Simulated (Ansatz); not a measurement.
Isolated molecules relaxed with PBE0-D4/def2-TZVP in Ansatz; ΔE leaves out vibrations. CBS: MP2 limit from def2 TZ/QZ plus the TZ coupled-cluster correction, frozen cores. This one scheme is used for every species. DFT in def2-TZVPP. One conformer a species, not always the lowest.

Consider the hydrogenolysis of the Al–C bond: `C[CH2][Al]([SH])[O]C` + H₂ → `C[O][AlH][SH]` + ethane.

`C[CH2][Al]([SH])[O]C`:

Z-matrix (Å, degrees):
```
C
C 1 1.529
H 1 1.094 2 111.9
H 1 1.093 2 111.8 3 -120.2
H 1 1.093 2 111.8 3 120.2
Al 2 1.945 1 114.9 3 180.0
H 2 1.097 1 110.5 3 57.8
H 2 1.097 1 110.5 3 -57.8
O 6 1.684 2 120.5 1 180.0
S 6 2.194 2 119.8 1 0.0
C 9 1.393 6 138.3 2 179.9
H 10 1.344 6 93.5 2 180.0
H 11 1.095 9 110.3 6 120.3
H 11 1.098 9 112.8 6 -0.2
H 11 1.095 9 110.3 6 -120.6
```

H₂:

```xyz
2

H    -0.085   -0.175   -0.318
H     0.085    0.175    0.318
```

`C[O][AlH][SH]`:

Cartesian coordinates in Å:
```
C 1.035 -0.438 0.895
O 0.269 0.682 0.575
Al -0.941 1.106 -0.508
S -1.717 -0.346 -1.945
H 0.777 -1.316 0.287
H 2.098 -0.225 0.742
H 0.891 -0.705 1.946
H -1.511 2.568 -0.473
H -0.901 -1.326 -1.520
```

`CC`:

```xyz
8

C    -0.589   -0.462   -0.129
C     0.589    0.462    0.129
H    -0.891   -0.985    0.781
H    -1.458    0.092   -0.493
H    -0.346   -1.219   -0.877
H     0.891    0.985   -0.781
H     1.458   -0.092    0.493
H     0.346    1.219    0.877
```

```json
{"level": "PBE-D4", "ΔE (eV)": "-0.25"}
{"level": "PBE0-D4", "ΔE (eV)": "-0.30"}
{"level": "B2PLYP", "ΔE (eV)": "-0.38"}
{"level": "r2SCAN", "ΔE (eV)": "-0.30"}
{"level": "MP2/def2-TZVPP", "ΔE (eV)": "-0.25"}
{"level": "CCSD/def2-TZVPP", "ΔE (eV)": "-0.37"}
{"level": "MP2/def2-QZVPP", "ΔE (eV)": "-0.24"}
{"level": "SCS-MP2/def2-QZVPP", "ΔE (eV)": "-0.32"}
```

Problem. What does CCSD(T)/CBS give? (An estimate is asked.)

Solution. Ansatz gave: -0.29 eV. The listed levels differ from it by 0.04, -0.01, -0.09, -0.01, 0.04, -0.08, 0.05, -0.03 eV.

Largest T1 diagnostic among the species: 0.012.

From PBE to PBE0 (25 % exact exchange), in def2-TZVPP and without D4, ΔE moves by −0.04 eV. The D4 term adds +0.12 eV with B3LYP and +0.07 eV with PBE0; it sums over pairs of atoms, weighted by their polarisabilities, and B3LYP, whose exchange is more repulsive, gets the larger term.

B3LYP here is the variant with VWN-RPA as its local correlation; programs differ in this.
